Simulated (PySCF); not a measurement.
**Potential energy of RbF along the bond**

Set-up: Rb x2c-TZVPall, F x2c-TZVPall; spin-free X2C with a Gaussian nucleus (PySCF 2.14). Energies in eV from Rb + F in their ground configurations at the same level. All curves are PBE0. state 1: ¹Σ⁺ (singlet), closed shell; state 2: triplet, unpaired electrons σ ↑, π ↑, a second solution, started from another occupation.

```
R (Å)  state 1  state 2
1.941   -4.212   2.5866
2.031   -4.572   1.8424
2.122   -4.767   1.3046
2.189   -4.834   1.0038
2.257   -4.851   0.7703
2.325   -4.830   0.5897
2.415   -4.760   0.4116
2.528   -4.626   0.2613
2.663   -4.427   0.1503
2.844   -4.137   0.0705
```

Task: Put a parabola through the three lowest points of the state 1 curve and estimate Re, k and ωe (reduced mass 15.52 u; 1 eV/Å² = 0.16022 mdyn/Å; ωe = 1302.8·√(k/μ) cm⁻¹).

Result: Through R = 2.189, 2.257, 2.325 Å the second-order coefficient is 4.11 eV/Å², so Re ≈ 2.253 Å, k ≈ 1.32 mdyn/Å and ωe ≈ 379 cm⁻¹. A polynomial fit of higher order to the unrounded PBE0 energies gives Re = 2.251 Å, k = 1.35 mdyn/Å, ωe = 385 cm⁻¹; anharmonicity and rounding make the difference.

The higher-order fit for each curve: state 1: Re = 2.251 Å, ωe = 385 cm⁻¹, De = 4.85 eV. State 2 gave no clean fit.
